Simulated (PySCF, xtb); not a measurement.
AsF₂, SMILES F[As]F, multiplicity 2.

Harmonic wavenumbers (cm⁻¹) from GFN2-xTB in xtb 6.7.1 at its own minimum, in rising order: 232, 452, 520.

Q: What does B3LYP-D3(BJ)/def2-TZVP (PySCF) give at its own minimum? (An estimate is asked for; the answer gives what the named calculation found.)

A: 262, 665, 696. Paired by order, the mean absolute difference is 140 cm⁻¹ and the zero-point energies are 1.7 and 2.3 kcal/mol.
